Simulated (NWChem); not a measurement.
# CH$_{6}$GeSi, singlet; SMILES [CH3][Ge][SiH3]

```xyz
9

Ge    -0.5142     0.6504     0.0370
C      1.4147     1.2359    -0.0253
H      1.7156     1.1381    -1.0952
H      2.1159     0.6010     0.5547
H      1.5339     2.2979     0.2660
Si     0.1024    -1.7504     0.0129
H      0.3962    -2.0588     1.4695
H      1.3636    -2.0759    -0.7558
H     -0.9766    -2.7102    -0.4232
```
Atoms are numbered in this order, from 1.

Level: PBE-D3(BJ)/def2-SVP (NWChem), optimised geometry, unscaled harmonic frequencies. Low-valent species are run as closed-shell singlets; no triplet was tried in these runs.

Question: List the harmonic frequencies with IR intensities, and the thermochemistry.

Answer: 
| frequency (cm⁻¹) | IR intensity (km/mol) |
|---|---|
| 77 | 0.4 |
| 100 | 0.5 |
| 145 | 1.7 |
| 265 | 13.4 |
| 329 | 13.3 |
| 455 | 7.8 |
| 499 | 20.2 |
| 572 | 16.1 |
| 748 | 48.9 |
| 810 | 177.9 |
| 887 | 31.2 |
| 904 | 34.9 |
| 1162 | 10.1 |
| 1347 | 2.0 |
| 1374 | 13.9 |
| 2091 | 60.6 |
| 2118 | 96.4 |
| 2146 | 106.2 |
| 2942 | 0.7 |
| 3036 | 6.8 |
| 3084 | 3.9 |

```yaml
zero_point_energy: 35.9 kcal/mol
thermal correction to the enthalpy at 298.15 K (with zero-point energy): 40.7 kcal/mol
heat capacity Cv: 21.7 cal/(mol K)
entropy at 298.15 K and 1 atm (symmetry number 1): 82.1 cal/(mol K)
dipole_moment: 1.19 D
```

Rigid rotor and harmonic oscillator; modes under 100 cm⁻¹ make the entropy uncertain.
